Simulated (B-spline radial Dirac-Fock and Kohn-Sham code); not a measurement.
These are calculated numbers from a radial B-spline solver; the model is relativistic Hartree-Fock (Dirac-Fock) wave functions, averaged over the configuration.

Q: This computed X-ray form factor belongs to an atom or ion in its tabulated ground configuration. Which?

```csv
sin θ/λ (Å⁻¹),f₀
0.4,38.296
0.6,30.164
0.7,27.037
1,20.273
1.2,17.548
1.8,12.516
2,11.087
3,6.270
5,3.726
```

A: Sm⁴⁺, with 58 electrons in [Xe] 4f4. f₀ tends to the number of electrons as s goes to zero, which the first rows give only roughly, and the rate of fall reflects the nuclear charge, 62.

Q: This computed X-ray form factor belongs to an atom or ion in its tabulated ground configuration. Which?

```
sin θ/λ (Å⁻¹)      f₀
          0.4  10.722
          0.5  10.573
          0.9   9.747
            1   9.502
          1.1   9.247
          1.4   8.458
          1.6   7.932
          1.8   7.418
            2   6.922
```

A: Cd³⁷⁺, with 11 electrons in [Ne] 3s1. f₀ tends to the number of electrons as s goes to zero, which the first rows give only roughly, and the rate of fall reflects the nuclear charge, 48.

Q: This computed X-ray form factor belongs to an atom or ion in its tabulated ground configuration. Which?

| sin θ/λ (Å⁻¹) | f₀ |
| --- | --- |
| 0.2 | 47.855 |
| 0.35 | 45.621 |
| 0.4 | 44.660 |
| 0.7 | 37.478 |
| 0.8 | 34.853 |
| 1.8 | 17.298 |
| 2 | 15.833 |
| 3 | 10.855 |
| 6 | 4.492 |

A: Bi³⁴⁺, with 49 electrons in [Kr] 4d10 4f3. f₀ tends to the number of electrons as s goes to zero, which the first rows give only roughly, and the rate of fall reflects the nuclear charge, 83.

Q: This computed X-ray form factor belongs to an atom or ion in its tabulated ground configuration. Which?

```
sin θ/λ (Å⁻¹)     f₀
          0.1  4.996
         0.12  4.994
         0.21  4.982
         0.25  4.975
         0.63  4.843
         0.76  4.774
         0.92  4.675
         1.11  4.538
         2.85  2.923
```

A: Ag⁴²⁺, with 5 electrons in [He] 2s2 2p1. f₀ tends to the number of electrons as s goes to zero, which the first rows give only roughly, and the rate of fall reflects the nuclear charge, 47.
